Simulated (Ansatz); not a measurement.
A nudged elastic band was laid between two geometries of BCl3 + BrH (6 atoms, charge 0, multiplicity 1).

Method: RKS revPBE-D4/def2-SVP (Ansatz 0.2.0).

```
movable images  : 7
climbing image  : yes
spring          : 5.0 eV/Å²
optimiser       : quadratic models (default)
start path      : through a guess of the saddle point
force threshold : 0.05 eV/Å
iteration limit : 60
end points      : relaxed
```

Image 0:

```xyz
6
Properties=species:S:1:pos:R:3
B -0.005 0.400 0.000
Cl -0.009 0.691 1.745
Cl 1.518 0.315 -0.861
Cl -1.527 0.234 -0.854
Br 0.100 -3.144 1.033
H 0.078 -2.010 1.916
```

Image 8:

```xyz
6
Properties=species:S:1:pos:R:3
B 0.029 -0.663 -0.559
Cl 0.008 0.303 2.781
Cl 1.522 0.177 -0.913
Cl -1.518 0.089 -0.884
Br 0.087 -2.472 0.122
H 0.027 -0.948 2.432
```

Problem. What changes between the two ends?

Solution. Bonds broken: B1–Cl2, Br5–H6. Bonds formed: B1–Br5, Cl2–H6. BCl3 + BrH becomes BBrCl2 + ClH.

Problem. Give the energies along the band, and the barrier.

Solution. The run converged. The highest image is number 5 of 0 to 8, 17.5 kcal/mol above the first end and 14.0 kcal/mol above the last; the last end lies 3.5 kcal/mol above the first. A vibrational analysis at the climbing image gives one clearly imaginary mode, 485i cm⁻¹: a first-order saddle point. The orbitals stay closed-shell, which can raise the energy where a bond breaks towards radicals; this wasn't checked here.

```json
{"image": "0", "path coordinate (Å)": "0.00", "energy (kcal/mol)": "0.0", "B1–Cl2 (Å)": "1.77", "Br5–H6 (Å)": "1.44", "B1–Br5 (Å)": "3.69"}
{"image": "1", "path coordinate (Å)": "0.30", "energy (kcal/mol)": "0.2", "B1–Cl2 (Å)": "1.77", "Br5–H6 (Å)": "1.44", "B1–Br5 (Å)": "3.45"}
{"image": "2", "path coordinate (Å)": "0.61", "energy (kcal/mol)": "1.9", "B1–Cl2 (Å)": "1.79", "Br5–H6 (Å)": "1.44", "B1–Br5 (Å)": "3.13"}
{"image": "3", "path coordinate (Å)": "0.92", "energy (kcal/mol)": "6.8", "B1–Cl2 (Å)": "1.82", "Br5–H6 (Å)": "1.46", "B1–Br5 (Å)": "2.78"}
{"image": "4", "path coordinate (Å)": "1.23", "energy (kcal/mol)": "13.7", "B1–Cl2 (Å)": "1.90", "Br5–H6 (Å)": "1.53", "B1–Br5 (Å)": "2.44"}
{"image": "5", "path coordinate (Å)": "1.54", "energy (kcal/mol)": "17.5", "B1–Cl2 (Å)": "2.04", "Br5–H6 (Å)": "1.72", "B1–Br5 (Å)": "2.21"}
{"image": "6", "path coordinate (Å)": "2.01", "energy (kcal/mol)": "11.4", "B1–Cl2 (Å)": "2.48", "Br5–H6 (Å)": "2.11", "B1–Br5 (Å)": "2.02"}
{"image": "7", "path coordinate (Å)": "2.48", "energy (kcal/mol)": "4.8", "B1–Cl2 (Å)": "3.03", "Br5–H6 (Å)": "2.45", "B1–Br5 (Å)": "1.95"}
{"image": "8", "path coordinate (Å)": "2.95", "energy (kcal/mol)": "3.5", "B1–Cl2 (Å)": "3.48", "Br5–H6 (Å)": "2.77", "B1–Br5 (Å)": "1.93"}
```

Problem. What is the geometry of the highest image?

Solution. 
```xyz
6
Properties=species:S:1:pos:R:3
B 0.017 -0.303 0.026
Cl 0.009 0.248 1.994
Cl 1.540 0.186 -0.743
Cl -1.535 0.106 -0.733
Br 0.074 -2.444 0.574
H 0.049 -1.306 1.861
```

Problem. What are the harmonic wavenumbers there?

Solution. 485i, 136, 176, 213, 216, 286, 341, 521, 677, 860, 923, 1194 cm⁻¹.

The band took 33 iterations and about 21 core-minutes.

Run time: 11 min on 2 threads of Arm Neoverse N1, with other jobs on the host, peak memory 0.15 GiB.
